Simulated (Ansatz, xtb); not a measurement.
Relative energy of two isomers of FGeH5NSi+

We compare a, `F[SiH2][NH2+][GeH]`, a singlet, with b, `[F][Ge][NH2+][SiH3]`, a singlet. Both are isolated ions in the gas phase, relaxed with B3LYP-D3(BJ)/def2-SVP; the shapes shown needn't be the lowest conformers.

a (Å):

```xyz
9

F     1.2971   -0.1787   -2.7922
Ge    3.9880   -2.0098    0.4717
N     2.8289   -0.5693   -0.5594
Si    1.5764   -1.3215   -1.7002
H     2.2779   -2.4717   -2.3009
H     0.4078   -1.6023   -0.8526
H     2.3496    0.0175    0.1401
H     3.4573    0.0745   -1.0593
H     2.6384   -2.8594    0.6222
```

b (Å):

```csv
atom,x (Å),y (Å),z (Å)
F,1.0598,0.0406,-3.2124
Ge,0.2486,-1.4949,-3.3273
N,0.4903,-1.7609,-1.2311
Si,1.4878,-0.4620,-0.2969
H,-0.4506,-1.8357,-0.8160
H,0.8993,-2.6942,-1.0758
H,1.5178,-0.9695,1.0931
H,2.8083,-0.4741,-0.9563
H,0.7111,0.7825,-0.4553
```

Q: Estimate E(b) − E(a) at the level CCSD(T)/def2-SVP + ΔMP2/def2-TZVPP.

A: Not settled: CCSD(T)/def2-SVP + ΔMP2/def2-TZVPP gives E(b) − E(a) = +1.54 kcal/mol, but this leans on the basis-set step: CCSD(T) alone gives −2.85 kcal/mol.

How the difference moves with the method:

```csv
level,geometry,E(b) − E(a) (kcal/mol),departure from the last row (kcal/mol),"job, with rough time for the two"
B3LYP-D3(BJ)/def2-SVP,B3LYP-D3(BJ)/def2-SVP,−4.32,−5.86,"optimisation, 2.5 min"
HF/def2-SVP,B3LYP-D3(BJ)/def2-SVP,+0.50,−1.05,part of the CCSD(T) run
MP2/def2-SVP,B3LYP-D3(BJ)/def2-SVP,−3.14,−4.68,part of the CCSD(T) run
CCSD(T)/def2-SVP,B3LYP-D3(BJ)/def2-SVP,−2.85,−4.39,single point
CCSD(T)/def2-SVP + ΔMP2/def2-TZVPP,B3LYP-D3(BJ)/def2-SVP,+1.54,,"single point, 29 s"
```

As drawn, b has 1 F–Ge, 1 Si–H in place of 1 F–Si, 1 Ge–H.

B3LYP-D3(BJ)/def2-SVP, MP2/def2-SVP, CCSD(T)/def2-SVP put the two in the other order. HF/def2-SVP finds them nearly level. The largest departure from CCSD(T)/def2-SVP + ΔMP2/def2-TZVPP is that of B3LYP-D3(BJ)/def2-SVP, 5.86 kcal/mol. Levels run at GFN2-xTB geometries aren't shown. The last row adds to CCSD(T) the change of the MP2 difference between the two basis sets, here +4.39 kcal/mol, a large step that makes the value less sure.

With harmonic frequencies from B3LYP-D3(BJ)/def2-SVP (ideal gas, rigid rotor, one conformer each, 298.15 K, 1 atm): on the last row, ΔE + ΔZPE = +1.73 kcal/mol. A mode under 50 cm⁻¹ makes harmonic enthalpies and free energies unreliable, so none is given.

The correlated steps freeze 16 core orbitals; the filled d shell of Ge is correlated, in a basis made for valence electrons. Codes used: Ansatz 0.2.0; the last row on 2 threads of Intel(R) Xeon(R) Platinum 8488C (Sapphire Rapids) on a shared host.
